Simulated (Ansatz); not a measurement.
C2H6FNOSi can be A, `COC(=N)[SiH2]F`, or B, `FC1OCN1[SiH3]`.

Program: Ansatz. Geometries: PBE0-D4/def2-TZVP. ΔE: electronic, gas phase. CCSD(T)/CBS adds triple-zeta CCSD(T) − MP2 to the extrapolated MP2 energy (def2 sets, frozen cores). DFT in def2-TZVPP. Each species was taken in one conformer, which may not be the lowest.

Problem. Which is lower in electronic energy at CCSD(T)/CBS, and by how much? (Estimate.)

Solution. The calculation gave: A, by 46.8 kcal/mol.

Problem. Give E(B) − E(A) in kcal/mol with PBE0-D4, B2PLYP, ωB97M-V, MP2/def2-TZVPP, CCSD/def2-TZVPP, HF/def2-TZVPP, CCSD(T)/def2-TZVPP. (Best estimate.)

Solution. The calculation gave: PBE0-D4 41.7, B2PLYP 48.1, ωB97M-V 43.9, MP2/def2-TZVPP 46.5, CCSD/def2-TZVPP 44.6, HF/def2-TZVPP 44.8, CCSD(T)/def2-TZVPP 45.3. None reverses the order clearly.

Largest T1 diagnostic: 0.014.

From PBE to PBE0 (25 % exact exchange), in def2-TZVPP and without D4, E(B) − E(A) moves by −2.5 kcal/mol.
